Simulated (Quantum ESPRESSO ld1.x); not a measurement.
Values are calculated unless marked as measured or tabulated.
Question: Species: Lu XLVIII. Configuration: [Ar] 3d6 (the NIST ground configuration). Level of theory: Dirac Kohn-Sham, PBE, spin-unpolarised, spherical densities, point nucleus; open shells fill j = l - 1/2 first (ld1.x of Quantum ESPRESSO 7.5).

Spin-orbit splittings of the eigenvalues, e(l+1/2) - e(l-1/2), with zeta = 2 splitting/(2l+1) and mean radii in bohr:

shell  occ.  splitting (eV)  zeta (eV)  <r> j=l-1/2  <r> j=l+1/2
2p        6            1128      751.7      0.06709      0.07459
3p        6           265.8      177.2       0.1929       0.2052
3d        6           60.39      24.16       0.1780       0.1818
4p        0               ?          ?       0.3892       0.4060

Estimate the 4p splitting.

Answer: 95.02 eV (zeta = 63.35 eV).
